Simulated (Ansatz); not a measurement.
`F[SiH](F)S` + CH₃SH → `CS[SiH](F)S` + H–F at 400 K and 1 bar (ligand exchange at the Si–F bond).

Calculated with Ansatz (gas phase, PBE0-D4/def2-TZVP geometries, no zero-point term in ΔE). CCSD(T)/CBS adds triple-zeta CCSD(T) − MP2 to the extrapolated MP2 energy (def2 sets, frozen cores). This one scheme is used for every species. Each species was taken in one conformer, which may not be the lowest.

```csv
species,CCSD(T)/CBS energy (Eh),H − E (kJ/mol),S (J/(mol·K))
`F[SiH](F)S`,-887.80771,89.7,339.4
CH₃SH,-438.22835,138.7,269.4
`CS[SiH](F)S`,-1225.60997,197.1,415.1
H–F,-100.39570,36.5,182.2
```

H − E and S are ideal-gas, rigid-rotor, harmonic terms from PBE0-D4/def2-TZVP, for one conformer and one mirror image of each species. 1 Eh = 2625.50 kJ/mol, R = 8.31446 J/(mol·K).

By hand: ΔE, ΔH, ΔS and ΔG.

ΔE = (-1225.60997) + (-100.39570) − (-887.80771) − (-438.22835) = 0.03039 Eh = 79.8 kJ/mol. Δ(H − E) = 197.1 + 36.5 − 89.7 − 138.7 = 5.2, so ΔH = 85.0 kJ/mol. ΔS = 415.1 + 182.2 − 339.4 − 269.4 = -11.5 J/(mol·K). ΔG = 85.0 − 400 × (-11.5)/1000 = 89.6 kJ/mol.

By hand: the equilibrium constant, and the temperature at which ΔG would vanish if ΔH and ΔS stayed fixed.

log₁₀ K = −ΔG/(RT ln 10) = -11.7. ΔH and −TΔS have one sign here, so there is no such temperature.

The number of gas molecules stays the same, so ΔS is small and ΔH decides. A doubt of 5 kJ/mol in ΔE shifts log₁₀ K by 0.7 here. Other conformers and mirror images would add mixing entropy, several J/(mol·K) or more a flexible species. These are equilibria of isolated gas molecules and say nothing of rates. Largest T1 diagnostic: 0.012 (customary marks: 0.02 for closed shells, 0.045 for open ones).

ΔS is within the doubt of such terms, so its sign, and with it that verdict, could turn.
